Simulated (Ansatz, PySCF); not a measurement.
Dissociation curve of ZnH, doublet.

Levels: UKS-PBE = Ansatz (a first-principles code) with unrestricted PBE/def2-SVP; UKS-wB97X-V = unrestricted wB97X-V/def2-SVP run with PySCF 2.14.0; UCCSD(T) = CCSD(T) on UHF/def2-SVP, 5 core orbitals frozen run with PySCF.

Energies relative to the lowest point of each curve near equilibrium, in eV; the last columns give the difference from UCCSD(T):

```csv
R / Å,UKS-PBE,UKS-wB97X-V,UCCSD(T),UKS-PBE − UCCSD(T),UKS-wB97X-V − UCCSD(T)
1.22,1.362,1.374,1.347,0.015,0.027
1.30,0.768,0.764,0.757,0.011,0.007
1.39,0.355,0.342,0.345,0.010,-0.003
1.44,0.209,0.194,0.199,0.010,-0.004
1.51,0.078,0.066,0.070,0.008,-0.004
1.56,0.027,0.019,0.022,0.005,-0.003
1.62,0.000,0.000,0.000,0.000,0.000
1.68,0.003,0.013,0.010,-0.007,0.003
1.70,0.009,0.023,0.019,-0.010,0.004
1.77,0.046,0.076,0.067,-0.021,0.009
1.85,0.111,0.161,0.146,-0.035,0.015
1.99,0.255,0.340,0.311,-0.056,0.029
2.20,0.480,0.606,0.546,-0.066,0.060
2.42,0.673,0.812,0.712,-0.039,0.099
2.64,0.804,0.928,0.792,0.012,0.137
2.91,0.892,0.989,0.822,0.069,0.167
3.20,0.931,1.009,0.826,0.105,0.183
3.60,0.948,1.013,0.822,0.125,0.191
3.94,0.952,1.012,0.820,0.132,0.192
4.41,0.954,1.011,0.819,0.135,0.192
4.85,0.955,1.011,0.819,0.136,0.192
5.67,0.956,1.012,0.819,0.137,0.192
6.45,0.957,1.012,0.819,0.137,0.193
```

UKS-PBE is furthest from UCCSD(T) at 6.45 (0.137 eV, above); its mean absolute difference over the points is 0.056 eV.

UKS-wB97X-V is furthest from UCCSD(T) at 6.45 (0.193 eV, above); its mean absolute difference over the points is 0.083 eV.
